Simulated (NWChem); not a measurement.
GeHOCl3; SMILES [OH][Ge]([Cl])([Cl])[Cl]

```xyz
6

O      0.0006    -0.1931    -1.9621
Ge     0.0001    -0.0275    -0.2224
Cl     1.7238     1.0384     0.4469
Cl     0.0036    -1.9972     0.5592
Cl    -1.7278     1.0318     0.4467
H      0.0011     0.6544    -2.4246
```
Atoms are numbered in this order, from 1.

Structure relaxed at the PBE0/def2-SVP level.

Problem. Give the principal values of the shielding tensors (ppm) of O1, Ge2, Cl3, Cl4 from LDA (Slater exchange, VWN5)/pcSseg-1, GIAO (NWChem), with their diamagnetic and paramagnetic parts as GIAO splits them.

Solution. 
| atom | σ11 | σ22 | σ33 | isotropic | diamagnetic | paramagnetic |
|---|---|---|---|---|---|---|
| O1 | 118.3 | 185.5 | 260.8 | 188.2 | 392.0 | -203.8 |
| Ge2 | 1074.8 | 1088.2 | 1129.5 | 1097.5 | 2759.8 | -1662.3 |
| Cl3 | 470.1 | 525.5 | 966.0 | 653.9 | 1147.5 | -493.6 |
| Cl4 | 524.2 | 580.5 | 986.5 | 697.1 | 1147.5 | -450.4 |
